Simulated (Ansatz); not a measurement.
One change: `[CH3][GaH][NH2]` becomes `[CH3][GaH2]`.

Ansatz, PBE0-D4/def2-TZVP geometries, multiplicity 1. Each molecule was computed in one conformer, which needn't be the lowest.

Scalar relativity is left out up to krypton.

| property | `[CH3][GaH][NH2]` |
| --- | --- |
| LUMO energy (ωB97M-V/def2-TZVPP) / eV | 1.40 |
| size of the dipole moment (PBE/def2-TZVPP) / D | 0.90 |
| size of the dipole moment (B3LYP/def2-TZVPP) / D | 0.81 |
| HOMO energy (PBE/def2-TZVPP) / eV | -5.86 |
| size of the dipole moment (ωB97M-V/def2-TZVPP) / D | 0.76 |
| LUMO energy (B3LYP/def2-TZVPP) / eV | -0.54 |

Task: Give the same properties after the change, and the shifts. (An estimate is asked.)

Result: Computed: 
| property | `[CH3][GaH2]` | shift |
| --- | --- | --- |
| LUMO energy (ωB97M-V/def2-TZVPP) / eV | 0.29 | -1.11 |
| size of the dipole moment (PBE/def2-TZVPP) / D | 0.76 | -0.14 |
| size of the dipole moment (B3LYP/def2-TZVPP) / D | 0.71 | -0.10 |
| HOMO energy (PBE/def2-TZVPP) / eV | -6.82 | -0.96 |
| size of the dipole moment (ωB97M-V/def2-TZVPP) / D | 0.67 | -0.09 |
| LUMO energy (B3LYP/def2-TZVPP) / eV | -1.68 | -1.14 |

With PBE0 the HOMO falls by 0.85 eV and the LUMO falls by 1.11 eV, so the gap narrows by about 0.26 eV. PBE moves the HOMO by -0.96 eV and ωB97M-V by -0.67 eV. Dipoles are sizes alone; their direction can turn.

B3LYP here is the variant with VWN-RPA as its local correlation; programs differ in this.
